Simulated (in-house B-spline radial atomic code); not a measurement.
Atomic self-consistent-field run: the erbium ion Er³⁺ (an excited or competing configuration). Method: scalar-relativistic (X2C) BHandHLYP, spin-polarised, spherical fractional occupations, exact exchange averaged over the configuration, Fermi nucleus of rms radius 5.2516 fm. Calculated with a radial B-spline atomic code at the basis-set limit.

Command:
```bash
python run_scf.py task.json out
```
Settings (nuclear radius in fm, mass in u):
```
Z                68
configuration    [Xe] 4f10 6f1
hamiltonian      x2c
method           bhandhlyp
spin_polarised   True
nucleus          fermi
rms_radius       5.2516
atomic_mass      165.9303
speed_of_light   137.035999084
exact_exchange   averaged over the configuration
```

Output (hartree, bohr):
```
 radial grid: 77 intervals, B-splines of order 8, outer radius 51.8919 bohr

 iter        energy (Eh)    residual
    1      -13056.172786    6.81e-01
    2      -13061.932987    9.73e-01
    3      -13082.722387    1.71e-01
    4      -13083.135837    5.99e-02
    5      -13083.193012    1.94e-02
    6      -13083.196814    5.54e-03
    7      -13083.197663    2.44e-03
    8      -13083.197768    3.92e-04
    9      -13083.197771    1.70e-05
   10      -13083.197771    1.01e-06
   11      -13083.197771    1.57e-07

 total energy                    -13083.19777
 kinetic                           14447.4421
 electron-nucleus                 -32271.7260
 Hartree                            5020.7337
 exact exchange                     -137.3156
 exchange-correlation               -142.3320

 orbital      occ     eigenvalue          <r>       <r^2>       <1/r>       r_max
 1s up      1.000     -2114.6347    0.0196161 0.000535229     83.9091     0.01197
 1s down    1.000     -2114.6348    0.0196161  0.00053523     83.9091     0.01197
 2s up      1.000      -359.1772    0.0857058  0.00874273      19.466     0.07305
 2s down    1.000      -359.1745    0.0857039  0.00874226     19.4663     0.07305
 2p up      3.000      -318.5201    0.0762503  0.00711665     16.8505     0.05906
 2p down    3.000      -318.5181    0.0762484  0.00711617     16.8508     0.05906
 3s up      1.000       -83.0576     0.224675   0.0578379      7.0081      0.2072
 3s down    1.000       -82.9621     0.224515   0.0577511       7.014      0.2071
 3p up      3.000       -70.5153     0.223779   0.0581603     6.29812      0.2036
 3p down    3.000       -70.4121     0.223563   0.0580412     6.30426      0.2036
 3d up      5.000       -54.4324     0.203878   0.0488063     5.89639      0.1664
 3d down    5.000       -54.3317     0.203549   0.0486263     5.90363      0.1663
 4s up      1.000       -18.5013     0.507305    0.290586     2.89553      0.4741
 4s down    1.000       -18.2828     0.507323    0.290592     2.89394      0.4739
 4p up      3.000       -14.3053     0.536583    0.327572     2.59844      0.4947
 4p down    3.000       -14.0740     0.536803    0.327829     2.59562      0.4945
 4d up      5.000        -8.5549     0.579987    0.390022     2.28493      0.5116
 4d down    5.000        -8.2786     0.581136    0.391645     2.27846      0.5115
 5s up      1.000        -3.7536      1.20853     1.63731       1.111       1.093
 5s down    1.000        -3.6820      1.21888     1.66545     1.09826         1.1
 5p up      3.000        -2.6342       1.3811     2.14925    0.946852       1.226
 5p down    3.000        -2.5801      1.39638     2.19705    0.933594       1.236
 4f up      7.000        -2.2250     0.713261    0.638276     1.77993       0.502
 4f down    3.000        -2.0572     0.729386    0.673514     1.75491      0.5042
 6f up      1.000        -0.3172      7.39217     62.0148     0.18039       7.693
```

Time taken, with all properties: 0.28 s on 1 thread of AMD EPYC 9R45 (shared host).

One-electron X2C: radii and densities carry no picture-change correction, so inner-shell <1/r> comes out high (for 1s by about 2 % at Z = 33, 5 % at 54, 10 % at 75, 30 % at 118) and <r> low.
